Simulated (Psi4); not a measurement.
AgCl, triplet, at a GFN2-xTB geometry (such geometries of metal compounds can be far from the true shape) (the multiplicity is a formal guess) (core potentials on Ag); BHHLYP/def2-SVPD (Psi4).

The Psi4 input:
```
memory 2 GB

molecule mol {
0 3
  Ag   -0.000000   -0.000000   -0.659236
  Cl    0.000000    0.000000    1.822593
}

set basis def2-svpd
set reference uks

energy('bhhlyp')
print_variables()
```

Output, abridged:

```
   => Loading Basis Set <=

    Name: DEF2-SVPD
    Role: ORBITAL
    Keyword: BASIS

    !!!  WARNING: ECP capability is in beta. Please check occupations closely.  !!!

         ---------------------------------------------------------
                                   SCF
               by Justin Turney, Rob Parrish, Andy Simmonett
                          and Daniel G. A. Smith
                              UKS Reference
         ---------------------------------------------------------

  ==> Geometry <==

    Molecular point group: c2v
    Full point group: C_inf_v

    Geometry (in Angstrom), charge = 0, multiplicity = 3:

       Center              X                  Y                   Z               Mass
    ------------   -----------------  -----------------  -----------------  -----------------
         AG           0.000000000000     0.000000000000    -0.611717064202   106.905091600000
         CL           0.000000000000     0.000000000000     1.870111935798    34.968852682000

  Running in c2v symmetry.

  Rotational constants: A = ************  B =      0.10387  C =      0.10387 [cm^-1]
  Rotational constants: A = ************  B =   3113.84047  C =   3113.84047 [MHz]
  Nuclear repulsion =   68.870272305791417

  Charge       = 0
  Multiplicity = 3
  Electrons    = 36
  Nalpha       = 19
  Nbeta        = 17

  ==> Algorithm <==

  SCF Algorithm Type is DF.
  DIIS enabled.
  MOM disabled.
  Fractional occupation disabled.
  Guess Type is SAD.
  Energy threshold   = 1.00e-06
  Density threshold  = 1.00e-06
  Integral threshold = 1.00e-12

  ==> Primary Basis <==

  Basis Set: DEF2-SVPD
    Blend: DEF2-SVPD
    Number of shells: 23
    Number of basis functions: 61
    Number of Cartesian functions: 68
    Spherical Harmonics?: true
    Max angular momentum: 3

  Core potential: DEF2-SVPD
    Number of shells: 4
    Number of ECP primitives: 14
    Number of ECP core electrons: 28
    Max angular momentum: 3

  ==> DFT Potential <==

   => LibXC <=

    Version 7.1.2
    S. Lehtola, C. Steigemann, M. J. T. Oliveira, and M. A. L. Marques,  SoftwareX 7, 1–5 (2018) (10.1016/j.softx.2017.11.002)

   => Composite Functional: BHANDHLYP <=

    BHandHLYP Hyb-GGA Exchange-Correlation Functional

    A. D. Becke,  J. Chem. Phys. 98, 1372 (1993) (10.1063/1.464304)
    Defined through Gaussian implementation.

    Deriv               =              1
    GGA                 =           TRUE
    Meta                =          FALSE

    Exchange Hybrid     =           TRUE
    MP2 Hybrid          =          FALSE

   => Exchange Functionals <=

    0.5000         Becke 88

   => Exact (HF) Exchange <=

    0.5000               HF

   => Correlation Functionals <=

    1.0000   Lee, Yang & Parr

   => LibXC Density Thresholds  <==

    XC_HYB_GGA_XC_BHANDHLYP:  1.00E-15

   => Molecular Quadrature <=

    Radial Scheme          =       TREUTLER
    Pruning Scheme         =           NONE
    Nuclear Scheme         =       TREUTLER

    Blocking Scheme        =         OCTREE
    BS radius alpha        =              1
    Pruning alpha          =              1
    Radial Points          =             75
    Spherical Points       =            302
    Total Points           =          42747
    Total Blocks           =            419
    Max Points             =            251
    Max Functions          =             61
    Weights Tolerance      =       1.00E-15

   => Loading Basis Set <=

    Name: (DEF2-SVPD AUX)
    Role: JKFIT
    Keyword: DF_BASIS_SCF

  ==> Integral Setup <==

  SCF_SUBTYPE=INCORE selected. In-core MEM_DF algorithm will be used.
  Using in-core AOs.

  ==> MemDFJK: Density-Fitted J/K Matrices <==

    J tasked:                   Yes
    K tasked:                   Yes
    wK tasked:                   No
    Algorithm:                 Core
    Schwarz Cutoff:           1E-12
    Mask sparsity (%):       0.5375
    Fitting Condition:        1E-10

   => Auxiliary Basis Set <=

  Basis Set: (DEF2-SVPD AUX)
    Blend: DEF2-UNIVERSAL-JKFIT
    Number of shells: 87
    Number of basis functions: 383
    Number of Cartesian functions: 539
    Spherical Harmonics?: true
    Max angular momentum: 6

  Minimum eigenvalue in the overlap matrix is 6.3432553076E-03.
  Reciprocal condition number of the overlap matrix is 1.5109973679E-03.
    Using symmetric orthogonalization.

  ==> Pre-Iterations <==

  SCF Guess: Superposition of Atomic Densities via on-the-fly atomic UHF (no occupation information).

   -------------------------
    Irrep   Nso     Nmo
   -------------------------
     A1        28      28
     A2         5       5
     B1        14      14
     B2        14      14
   -------------------------
    Total      61      61
   -------------------------

  ==> Iterations <==

                           Total Energy        Delta E     RMS |[F,P]|

   @DF-UKS iter SAD:  -606.46404400981817   -6.06464e+02   0.00000e+00
   @DF-UKS iter   1:  -606.78149815929203   -3.17454e-01   8.81195e-03 DIIS/ADIIS
   @DF-UKS iter   2:  -606.75682822761007    2.46699e-02   1.13436e-02 DIIS/ADIIS
   @DF-UKS iter   3:  -606.83786517880947   -8.10370e-02   7.16194e-04 DIIS/ADIIS
   @DF-UKS iter   4:  -606.83846851311728   -6.03334e-04   4.12128e-04 DIIS/ADIIS
   @DF-UKS iter   5:  -606.83863771271263   -1.69200e-04   1.44380e-04 DIIS/ADIIS
   @DF-UKS iter   6:  -606.83867854376444   -4.08311e-05   1.02103e-04 DIIS/ADIIS
   @DF-UKS iter   7:  -606.83869500883839   -1.64651e-05   6.59941e-05 DIIS
   @DF-UKS iter   8:  -606.83870631199386   -1.13032e-05   1.92440e-05 DIIS
   @DF-UKS iter   9:  -606.83870779381846   -1.48182e-06   4.84022e-06 DIIS
   @DF-UKS iter  10:  -606.83870785770876   -6.38903e-08   1.10647e-06 DIIS
   @DF-UKS iter  11:  -606.83870786084151   -3.13275e-09   1.49766e-07 DIIS
  Energy and wave function converged.

  ==> Post-Iterations <==

   Electrons on quadrature grid:
      Nalpha   =   19.0000001722 ; deviation = 1.722e-07
      Nbeta    =   16.9999999845 ; deviation = -1.550e-08
      Ntotal   =   36.0000001567 ; deviation = 1.567e-07

   @Spin Contamination Metric:   7.615190123E-03
   @S^2 Expected:                2.000000000E+00
   @S^2 Observed:                2.007615190E+00
   @S   Expected:                1.000000000E+00
   @S   Observed:                1.000000000E+00

    Orbital Energies [Eh]
    ---------------------

    Alpha Occupied:

[...]
      10A1    -0.221898

    Alpha Virtual:

[...]
    Beta Occupied:

[...]
    Beta Virtual:

[...]
    Final Occupation by Irrep:
             A1    A2    B1    B2
    DOCC [     8,    1,    4,    4 ]
    SOCC [     2,    0,    0,    0 ]
    NA   [    10,    1,    4,    4 ]
    NB   [     8,    1,    4,    4 ]

  @DF-UKS Final Energy:  -606.83870786084151

   => Energetics <=

    Nuclear Repulsion Energy =             68.8702723057914170
    One-Electron Energy =               -1032.6680345397558085
    Two-Electron Energy =                 378.8052125529609384
    DFT Exchange-Correlation Energy =     -21.8461581798382127
    Empirical Dispersion Energy =           0.0000000000000000
    VV10 Nonlocal Energy =                  0.0000000000000000
    Total Energy =                       -606.8387078608416232

  UHF NO Occupations:
  HONO-2 :    8 A1 1.9971805
  HONO-1 :    9 A1 1.0000000
  HONO-0 :   10 A1 1.0000000
  LUNO+0 :   11 A1 0.0028195
  LUNO+1 :   12 A1 0.0006546
  LUNO+2 :    5 B2 0.0000892
  LUNO+3 :    5 B1 0.0000892

Computation Completed

Properties will be evaluated at   0.000000,   0.000000,   0.000000 [a0]

Properties computed using the SCF density matrix

 Multipole Moments:

 ------------------------------------------------------------------------------------
     Multipole            Electronic (a.u.)      Nuclear  (a.u.)        Total (a.u.)
 ------------------------------------------------------------------------------------

 L = 1.  Multiply by 2.5417464519 to convert [e a0] to [Debye]
 Dipole X            :          0.0000000            0.0000000            0.0000000
 Dipole Y            :          0.0000000            0.0000000            0.0000000
 Dipole Z            :        -38.3122843           38.1144129           -0.1978714
 Magnitude           :                                                    0.1978714

 ------------------------------------------------------------------------------------

  Variable Map:
  ----------------------------------------------------------------------------
[...]
  Array Variable Map:
  ----------------------------------------------------------------------------
[...]
[...]
```
